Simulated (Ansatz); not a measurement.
Computed with Ansatz on PBE0-D4/def2-TZVP structures; ΔE is electronic, products minus reactants. CBS: MP2 limit from def2 TZ/QZ plus the TZ coupled-cluster correction, frozen cores. This one scheme is used for every species. Functionals use def2-TZVPP. For Se outer-core shells are correlated without core-valence functions, which leaves a few kJ/mol of doubt a bond. Scalar relativity is left out up to krypton. One conformer a species, not always the lowest.

Consider the ligand exchange at a B–Se bond: `[SiH3][SiH2]B[SeH]` + NH₃ → `NB[SiH2][SiH3]` + H₂Se.

`[SiH3][SiH2]B[SeH]`:

```xyz
11

Si   -1.613   -0.946   -0.222
Si   -0.247    0.871    0.359
B     1.459    0.672   -0.653
Se    3.019   -0.128    0.075
H    -0.948   -2.220    0.165
H    -2.929   -0.867    0.469
H    -1.847   -0.964   -1.691
H    -0.025    0.831    1.834
H    -0.972    2.129    0.022
H     1.577    0.975   -1.802
H     2.526   -0.354    1.444
```

NH₃:

```xyz
4

N     0.061   -0.205    0.183
H     0.897    0.190   -0.231
H    -0.518   -0.540   -0.577
H    -0.440    0.556    0.625
```

`NB[SiH2][SiH3]`:

Cartesian coordinates in Å:
```
N 1.032 1.356 -1.723
B -0.145 0.820 -1.227
Si -0.162 -0.953 -0.269
Si -0.554 -0.635 2.018
H 1.924 0.893 -1.665
H 1.076 2.251 -2.183
H -1.149 1.462 -1.359
H 1.136 -1.683 -0.408
H -1.237 -1.848 -0.787
H -1.844 0.075 2.233
H -0.607 -1.929 2.752
H 0.531 0.191 2.618
```

H₂Se:

Z-matrix (Å, degrees):
```
Se
H 1 1.467
H 1 1.467 2 91.2
```

| level | ΔE (kJ/mol) |
| --- | --- |
| r2SCAN-D4 | -41.7 |
| PBE | -43.4 |

**Question.** What does CCSD(T)/CBS give? (Best estimate.)

**Answer.** Computed: -37.8 kJ/mol. The listed levels differ from it by -3.9, -5.6 kJ/mol.

Largest T1 diagnostic among the species: 0.014.

In def2-TZVPP, CCSD(T) changes the Hartree–Fock value by +15.0 kJ/mol (the triples alone add +3.2 kJ/mol) and MP2 by +19.1 kJ/mol. The D4 term adds +5.5 kJ/mol with B3LYP and +3.0 kJ/mol with PBE0; it sums over pairs of atoms, weighted by their polarisabilities, and B3LYP, whose exchange is more repulsive, gets the larger term.

CCSD(T)/CBS has its own doubt, a few kJ/mol and more with outer-core shells, so smaller differences from it don't rank the levels.

B3LYP here is the variant with VWN-RPA as its local correlation; programs differ in this.
